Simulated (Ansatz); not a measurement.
Coupled-cluster diagnostics for Zr₂N₂, Ansatz.

Geometry of the singlet (PBE0-D4/def2-TZVP):

```xyz
4

Zr   -1.0600    0.0735   -1.4239
Zr    0.7412   -1.1027   -0.1103
N     0.5689    0.3997    1.2263
N    -0.2501    0.6294    0.3078
```

In the def2 sets Zr takes a core potential; there is no spin–orbit coupling. Correlated methods freeze 2 core orbitals; core or outer-core shells of Zr are correlated, in sets that lack core-valence functions. Another isomer (triplet) lies 4.15 eV lower at PBE0-D4/def2-TZVP; other spin states weren't run for this one.

(1) Estimate the CCSD(T) correlation energy, the shares of MP2 and (T), T1 and the reference's ⟨S²⟩ for: charge 0, singlet, own geometry in def2-TZVPP; and the rough time on 4 threads of Arm Neoverse V1 on a shared host.

## Answers

(1) 
```csv
state,basis,correlation (eV),MP2 share (%),(T) share (%),T1,⟨S²⟩ (pure),wall time,remarks
"charge 0, singlet, own geometry",def2-TZVPP,-32.861,96.3,7.8,0.089,0.00 (0.00),1.9 min,"large T1, restricted SCF unstable"
```
Customary marks for T1 are 0.02 (closed shells), 0.045 (open shells) and about 0.05 (3d metals). T1 exceeds 0.02 in 1 of 1 rows and 0.045 in 1; the higher it lies, the less the single-reference result can be trusted.
